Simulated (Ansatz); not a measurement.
Computed with Ansatz (a first-principles code) with frozen-core CCSD(T)/def2-TZVPP // B3LYP-D3(BJ)/def2-TZVP.

Ansatz 0.2 input:
```yaml
crystal:
  periodic: [false, false, false]
  atoms:
    - { symbol: I, position_ang: [-2.050456, -1.335781, -0.033654] }
    - { symbol: Al, position_ang: [-0.000004, 0.000001, -0.314854] }
    - { symbol: I, position_ang: [-0.156832, 2.411387, -0.792771] }
    - { symbol: I, position_ang: [2.207286, -1.07561, -0.118378] }
basis:
  gaussian: { orbitals: def2-TZVPP }
correlation:
  method: ccsd_t
```

Output:

```
Functional definition: HF
1696 factors; integrals over basis functions are off by at most 5.3e-4 eV
mean field evaluation 1: about -30804.9364 eV, gradient 1.6e1 eV
mean field evaluation 2: about -30805.0980 eV, gradient 1.7e1 eV
mean field evaluation 4: about -30806.2105 eV, gradient 2.1e0 eV
mean field evaluation 8: about -30806.2464 eV, gradient 1.3e-1 eV
mean field evaluation 16: about -30804.9365 eV, gradient 1.6e1 eV
mean field -30806.24650824 eV, -1132.1086779538 hartree, gradient 1.7e-6 eV, S^2 0.000000; 0 other end points of the search recorded, 0 dependent functions left out
17 core orbitals not correlated
reference -30806.24650824 eV, -1132.1086779538 hartree; 27, 27 occupied and 148, 148 virtual orbitals, 1696 factors
second order -42.18687072 eV of doubles, -0.00000000 eV of singles
cycle   1  -38.81203339 eV  change     3.4e0 eV  update   1.2e-1
cycle   2  -39.74910605 eV  change   -9.4e-1 eV  update   3.1e-2
cycle   3  -39.83924202 eV  change   -9.0e-2 eV  update   1.3e-2
cycle   4  -39.79601067 eV  change    4.3e-2 eV  update   3.4e-3
cycle   5  -39.79581576 eV  change    1.9e-4 eV  update   1.8e-3
cycle   6  -39.79730819 eV  change   -1.5e-3 eV  update   3.7e-4
cycle   7  -39.79684693 eV  change    4.6e-4 eV  update   1.4e-4
cycle   8  -39.79673418 eV  change    1.1e-4 eV  update   3.9e-5
cycle   9  -39.79678393 eV  change   -5.0e-5 eV  update   1.5e-5
perturbative correction -0.94819652 eV, -0.0348455794 hartree
Total energy: -30846.99148868 eV, -1133.6060283673 hartree
```

Cost: about 9 core-minutes (a rough figure).
